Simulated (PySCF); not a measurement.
## Bond curve of Sn₂

Set-up: Sn x2c-TZVPPall; spin-free X2C with a Gaussian nucleus (PySCF 2.14). Energies in eV from Sn + Sn in their ground configurations at the same level. State: ³Σg⁻ (triplet), unpaired electrons π ↑↑.

All columns are PBE0.

```json
{"R (Å)": "2.371", "E (eV)": "-1.497", "HOMO (eV)": "-5.01", "LUMO (eV)": "-3.64", "Mayer bond order": "1.98", "⟨S²⟩": "2.00"}
{"R (Å)": "2.481", "E (eV)": "-2.028", "HOMO (eV)": "-5.05", "LUMO (eV)": "-3.48", "Mayer bond order": "1.99", "⟨S²⟩": "2.00"}
{"R (Å)": "2.592", "E (eV)": "-2.318", "HOMO (eV)": "-5.07", "LUMO (eV)": "-3.34", "Mayer bond order": "2.00", "⟨S²⟩": "2.00"}
{"R (Å)": "2.674", "E (eV)": "-2.419", "HOMO (eV)": "-5.08", "LUMO (eV)": "-3.25", "Mayer bond order": "2.01", "⟨S²⟩": "2.00"}
{"R (Å)": "2.757", "E (eV)": "-2.446", "HOMO (eV)": "-5.07", "LUMO (eV)": "-3.16", "Mayer bond order": "2.01", "⟨S²⟩": "2.00"}
{"R (Å)": "2.840", "E (eV)": "-2.415", "HOMO (eV)": "-5.06", "LUMO (eV)": "-3.08", "Mayer bond order": "2.02", "⟨S²⟩": "2.00"}
{"R (Å)": "2.950", "E (eV)": "-2.309", "HOMO (eV)": "-5.03", "LUMO (eV)": "-2.99", "Mayer bond order": "2.02", "⟨S²⟩": "2.00"}
{"R (Å)": "3.088", "E (eV)": "-2.103", "HOMO (eV)": "-4.98", "LUMO (eV)": "-2.89", "Mayer bond order": "2.02", "⟨S²⟩": "2.00"}
{"R (Å)": "3.253", "E (eV)": "-1.795", "HOMO (eV)": "-4.91", "LUMO (eV)": "-2.84", "Mayer bond order": "2.02", "⟨S²⟩": "2.00"}
{"R (Å)": "3.474", "E (eV)": "-1.342", "HOMO (eV)": "-4.80", "LUMO (eV)": "-3.02", "Mayer bond order": "2.02", "⟨S²⟩": "2.00"}
```

These are scalar-relativistic numbers at best; spin–orbit coupling would shift them, the dissociation energy most. The state was picked by a PBE0 search and need not be the measured ground state.
